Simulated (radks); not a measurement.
The numbers below are computed, except where a source is named.
Valence configurations of the cadmium ion Cd2+ (all share [Kr]). Level of theory: scalar-relativistic Kohn-Sham, PBEsol, spin-polarised, spherical densities, point nucleus; open shells are filled with parallel spins first (spin-orbit coupling, left out, can overturn this in heavy ions) (a radial shooting solver on a logarithmic mesh with Libxc functionals). Energies are relative to 4d10; eigenvalues in eV for spin up.

| valence | E (eV) | moment (Bohr magnetons) | e(4d) | e(5p) | e(5s) |
|---|---|---|---|---|---|
| 4d10 | 0.000 | 0 | -30.439 | - | - |
| 4d9.5 5s0.5 | 4.736 | 1 | -32.829 | - | -22.548 |
| 4d9 5s1 | 9.770 | 2 | -35.229 | - | -23.773 |
| 4d9 5p1 | 17.125 | 2 | -36.519 | -17.215 | - |
| 4d8 5s2 | 22.542 | 2 | -39.972 | - | -25.222 |
| 4d8 5s1.5 5p0.5 | 25.932 | 3 | -40.674 | -18.170 | -26.047 |
| 4d8 5s1 5p1 | 28.830 | 4 | -41.316 | -18.802 | -26.754 |
| 4d8 5p2 | 36.808 | 4 | -42.524 | -19.468 | - |

NIST lists [Kr] 4d10 as the ground configuration; this level of theory agrees among the configurations tried. The energies are those of spherical high-spin densities, not of single terms.
